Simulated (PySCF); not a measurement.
How methods differ on the excitation energy of As

As [Ar] 3d10 4s2 4p3 (4S) → As [Ar] 3d10 4s2 4p2 5s1 (4P), as a difference of total energies. All numbers are calculated (PySCF 2.14, a scalar-relativistic core potential, in aug-cc-pVDZ-PP with ECP10MDF). Correlated levels: valence: 3s2 3p6 3d10 frozen. The calculations carry no spin-orbit coupling.

| method | excitation energy (cm⁻¹) |
| --- | --- |
| UHF | 51931 |
| MP2 (valence) | 52806 |
| SCS-MP2 (valence) | 52415 |
| CCSD (valence) | 52293 |
| CCSD(T) (valence) | 52255 |
| CCSDT (valence) | 52232 |

Errors of the correlated levels include the incompleteness of this basis and the frozen core.

For comparison: 52101 cm⁻¹ (measured; NIST levels, between the centres of gravity of the two terms).
